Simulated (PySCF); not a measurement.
```xyz
5

O      1.6846     0.0207    -0.3310
Ge    -0.0712    -0.0298     0.0166
H     -0.3054    -0.2976     1.5089
H     -0.7527    -1.0880    -0.8606
H     -0.5144     1.3884    -0.3729
```

Charge 0, multiplicity 2.

**Question.** Give the Mulliken and meta-Löwdin atomic charges from PySCF with r2SCAN-D4/def2-TZVP.

**Answer.** 
```
atom  Mulliken (e)  meta-Löwdin (e)
----  ------------  ---------------
O1           -0.34            -0.44
Ge2           0.32             0.59
H3            0.00            -0.06
H4            0.00            -0.06
H5            0.02            -0.03
```
